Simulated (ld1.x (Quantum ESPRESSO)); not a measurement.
## Configuration tests for bismuth (TM)

* Element: Bi (Z = 83)
* Generator: ld1.x (Quantum ESPRESSO) 7.5
* Type: norm-conserving Troullier–Martins (Kleinman–Bylander form)
* Functional: BP86
* Relativity: scalar-relativistic
* Frozen core: [Xe] 4f14 5d10
* Valence charge: 5
* Reference configuration: 6s2 6p1 (charge +2)
* Partial waves: 6p (bound): rc 2.45 bohr; 6s (bound): rc 1.90 bohr
* Local potential: the s channel
* Core correction: Bessel-smoothed model core, default radius (core density twice the valence density)

Energies are relative to the spin-unpolarised reference configuration 6s2 6p1; without spin polarisation the order of configurations can differ from experiment.

```tsv
valence configuration	charge	ΔE all-electron (eV)	error AE − PS (meV)
6s2 6p3	0	-23.499	-40
6s2 6p2	+1	-15.426	-14
6s2 6p0	+3	23.483	-61
6s1 6p4	0	-13.401	-16
6s2 6p2.5	+0.5	-20.325	-28
6s1 6p3	+1	-4.600	-11
```

(1) What are ΔE and the potential's error for 6s2 6p3.3?

## Answers

(1) ΔE = -24.636 eV all-electron; the error (AE − PS) is -45 meV.
